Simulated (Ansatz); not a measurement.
Consider the formal exchange of groups at a Zn–S bond: `[CH3][Zn][S][SiH3]` + `CC(F)OC=N` → `[CH3][Zn][O]C=N` + `CC(F)S[SiH3]`.

Computed with Ansatz on PBE0-D4/def2-TZVP structures; ΔE is electronic, products minus reactants. CCSD(T)/CBS adds triple-zeta CCSD(T) − MP2 to the extrapolated MP2 energy (def2 sets, frozen cores). DFT in def2-TZVPP. B3LYP here is the variant with VWN-RPA as its local correlation; programs differ in this. For Zn outer-core shells are correlated without core-valence functions, which leaves a few kJ/mol of doubt a bond. Scalar relativity is left out up to krypton. Each species was taken in one conformer, which may not be the lowest.

```csv
level,ΔE (kJ/mol),difference from CCSD(T)/CBS
PBE-D4,57.1,-6.5
r2SCAN-D4,64.1,0.5
PBE0-D4,67.9,4.3
B3LYP-D4,58.9,-4.7
ωB97X-V,66.3,2.7
ωB97M-V,67.4,3.8
B2PLYP,62.1,-1.5
PBE,59.4,-4.2
r2SCAN,64.6,1.0
PBE0,69.9,6.3
B3LYP,63.0,-0.6
HF/def2-TZVPP,84.1,20.5
MP2/def2-TZVPP,62.7,-0.9
SCS-MP2/def2-TZVPP,62.0,-1.6
CCSD/def2-TZVPP,66.7,3.1
CCSD(T)/def2-TZVPP,63.8,0.2
HF/def2-QZVPP,81.9,18.3
MP2/def2-QZVPP,61.8,-1.8
SCS-MP2/def2-QZVPP,61.3,-2.3
HF/CBS(def2),81.6,18.0
MP2/CBS(def2),62.5,-1.1
CCSD/CBS(def2),66.5,2.9
CCSD(T)/CBS,63.6,0
```

Largest T1 diagnostic among the species: 0.016.

The D4 term adds −4.0 kJ/mol with B3LYP and −2.0 kJ/mol with PBE0; it sums over pairs of atoms, weighted by their polarisabilities, and B3LYP, whose exchange is more repulsive, gets the larger term. In def2-TZVPP, CCSD(T) changes the Hartree–Fock value by −20.4 kJ/mol (the triples alone add −3.0 kJ/mol) and MP2 by −21.4 kJ/mol.
